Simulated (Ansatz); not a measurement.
Level of theory: frozen-core CCSD(T)/cc-pVTZ // PBE0-D3(BJ)/def2-TZVP in Ansatz (a quantum-chemistry and plane-wave program).

Ansatz 0.2 input:
```yaml
crystal:
  periodic: [false, false, false]
  atoms:
    - { symbol: F, position_ang: [1.42367, -0.275385, -0.000004] }
    - { symbol: Al, position_ang: [-0.000149, 0.551541, -0.000001] }
    - { symbol: F, position_ang: [-1.423522, -0.276156, 0.000006] }
basis:
  gaussian: { orbitals: cc-pVTZ }
correlation:
  method: ccsd_t
magnetization:
  spin_polarized: true
  initial_magnetization: 1
```

Output:

```
Functional definition: HF
593 factors; integrals over basis functions are off by at most 8.5e-4 eV
mean field evaluation 1: about -11997.0838 eV, gradient 2.9e1 eV
mean field evaluation 2: about -11997.0980 eV, gradient 2.9e1 eV
mean field evaluation 4: about -12000.2972 eV, gradient 2.0e0 eV
mean field evaluation 8: about -12000.3927 eV, gradient 1.3e-1 eV
mean field evaluation 16: about -12000.3584 eV, gradient 8.2e-1 eV
mean field -12000.39289173 eV, -441.0063046126 hartree, gradient 2.2e-6 eV, S^2 0.751316; 0 other end points of the search recorded, 0 dependent functions left out
7 core orbitals not correlated
reference -12000.39289173 eV, -441.0063046126 hartree; 9, 8 occupied and 78, 79 virtual orbitals, 593 factors
second order -15.24780233 eV of doubles, -0.00000000 eV of singles
cycle   1  -14.84772336 eV  change    4.0e-1 eV  update   8.5e-2
cycle   2  -15.13986426 eV  change   -2.9e-1 eV  update   2.6e-2
cycle   3  -15.22043632 eV  change   -8.1e-2 eV  update   1.5e-2
cycle   4  -15.20889029 eV  change    1.2e-2 eV  update   4.1e-3
cycle   5  -15.20481716 eV  change    4.1e-3 eV  update   1.7e-3
cycle   6  -15.20594301 eV  change   -1.1e-3 eV  update   5.8e-4
cycle   7  -15.20608903 eV  change   -1.5e-4 eV  update   2.2e-4
cycle   8  -15.20607431 eV  change    1.5e-5 eV  update   7.4e-5
cycle   9  -15.20609333 eV  change   -1.9e-5 eV  update   3.2e-5
cycle  10  -15.20608730 eV  change    6.0e-6 eV  update   9.4e-6
perturbative correction -0.44227219 eV, -0.0162532031 hartree
Total energy: -12016.04125122 eV, -441.5813712170 hartree
```

Cost: around 21 core-seconds (rough).
